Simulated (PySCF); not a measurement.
BH₃N, SMILES [BH]N, multiplicity 2.

Coordinates come from a r2SCAN-D4/def2-TZVP optimisation. The isomer is the one that the SMILES or the coordinates give; other isomers of the formula were not compared.

These are B3LYP/def2-TZVPD (PySCF) values and carry that method's errors.

Gas-phase values at a fixed geometry.

* **total energy**: -81.40401 hartree
* **point group**: Cs
* **α spin, highest occupied and lowest empty level**: -5.18 and -0.27 eV
* **β spin, highest occupied and lowest empty level**: -8.67 and -1.35 eV
* **dipole moment**: 2.22 D
* **quadrupole, principal values (traceless, Buckingham form, about the centre of nuclear charge)**: -1.36, -0.74, 2.10 D·Å
* **mean static polarisability**: 29.5 bohr³ (4.37 Å³)
* **polarisability, principal values**: 25.1, 28.6, 34.8 bohr³
* **⟨S²⟩**: 0.752 (pure state 0.75)
